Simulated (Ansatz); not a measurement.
Ansatz (a first-principles code) input (RI-MP2/def2-QZVPPD):
A basis named .json is the Basis Set Exchange file of that set.

Ansatz 0.2 input:
```yaml
crystal:
  periodic: [false, false, false]
  atoms:
    - {symbol: Zr, position_ang: [0.03092102, 0.00708016, 0.03178002]}
    - {symbol: H, position_ang: [-0.35990742, -1.72709983, -0.53389875]}
    - {symbol: H, position_ang: [-0.87693353, 1.44389343, -0.73730210]}
basis:
  gaussian:
    orbitals: def2-QZVPPD.json
    fitting: {mean_field: def2-universal-jkfit, correlation: def2-QZVPPD-RIFIT.json}
total_charge: 1
magnetization: {spin_polarized: true, initial_magnetization: 1}
correlation: {method: mp2, electrons: outside_noble_gas}
```

Output:

```
Functional definition: HF
integrals: 0.07 GiB planned
291 factors; integrals over basis functions are off by at most 2.6e0 eV
382 factors; integrals over basis functions are off by at most 2.5e0 eV
mean field: 0.24 GiB planned
mean field evaluation 1: about -1286.8118 eV, gradient 1.4e1 eV
mean field evaluation 2: about -1288.2438 eV, gradient 5.9e0 eV
mean field evaluation 4: about -1288.4986 eV, gradient 8.5e-1 eV
mean field evaluation 8: about -1288.5308 eV, gradient 6.6e-1 eV
mean field evaluation 16: about -1286.7585 eV, gradient 9.5e0 eV
mean field evaluation 32: about -1289.0223 eV, gradient 8.1e-3 eV
mean field evaluation 64: about -1289.0230 eV, gradient 7.5e-2 eV
mean field evaluation 96: about -1289.0209 eV, gradient 4.3e-2 eV
mean field evaluation 128: about -1288.4165 eV, gradient 7.5e-1 eV
mean field -1289.02522261 eV, -47.3708031981 hartree, gradient 2.2e-6 eV, S^2 0.760250; 20 other end points of the search recorded, 0 dependent functions left out
4 core orbitals not correlated
reference -1289.02522261 eV, -47.3708031981 hartree; 3, 2 occupied and 140, 141 virtual orbitals, 382 factors
second order -2.03764452 eV of doubles, -0.00000000 eV of singles
Total energy: -1291.06286712 eV, -47.4456852529 hartree
```

This state (charge 1, doublet) is run at the relaxed geometry of the species with charge 0 and multiplicity 3.
